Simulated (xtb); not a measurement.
C2H3BN2O, SMILES OB1C=NC=N1. All values are semi-empirical tight-binding results from xtb (GFN2-xTB unless named), good for trends rather than for accurate numbers. Geometry: GFN2-xTB. The structure was generated by enumeration, and PubChem lists no compound with its InChIKey, so it may never have been made. One conformer was computed; it need not be the lowest.

Optimised geometry:

```xyz
9

O      0.1264     2.0837     0.0000
B      0.0335     0.7738     0.0000
C      1.2004    -0.3547     0.0000
N      0.6398    -1.4999     0.0000
C     -0.7757    -1.2617     0.0000
N     -1.1958    -0.0716     0.0000
H     -0.6933     2.5812     0.0000
H      2.2760    -0.2926     0.0000
H     -1.4182    -2.1291     0.0000
```

### Question
Estimate the properties. (The exact figures need the calculation; the answer reports its results.)

### Answer

- point group as xtb finds it: Cs
- orbital gap: 1.39 eV
- dipole moment: 2.34 D
- zero-point energy: 36.7 kcal/mol
- G − E(el) at 298.15 K (modified RRHO): 18.8 kcal/mol
- static polarisability (D4 model): 51.4 bohr³
- solvation energy, GFN2-xTB/ALPB(water): -9.6 kcal/mol
- solvation energy, GFN2-xTB/ALPB(acetone): -9.4 kcal/mol

Computed IR lines (harmonic; lines under 4 % of the strongest left out, lines within 3 cm⁻¹ merged):
ν (cm⁻¹): 311 (w), 696 (s), 767 (w), 816 (w), 820 (w), 895 (w), 943 (m), 1053 (s), 1219 (w), 1443 (vs), 1596 (m), 1673 (m), 3079 (w), 3106 (w), 3579 (w) (against the strongest line: vs over 80 %, s over 45 %, m over 15 %, w over 4 %, vw less)

### Question
Give the atomic charges and the Wiberg bond orders between heavy atoms. (The exact figures need the calculation; the answer reports its results.)

### Answer
charges (e) O1 -0.40, B2 0.41, C3 0.00, N4 -0.24, C5 0.16, N6 -0.36, H7 0.33, H8 0.05, H9 0.05. Bond orders O1–B2 1.35, B2–C3 0.90, C3–N4 1.89, N4–C5 1.01, B2–N6 0.97, C5–N6 1.86.
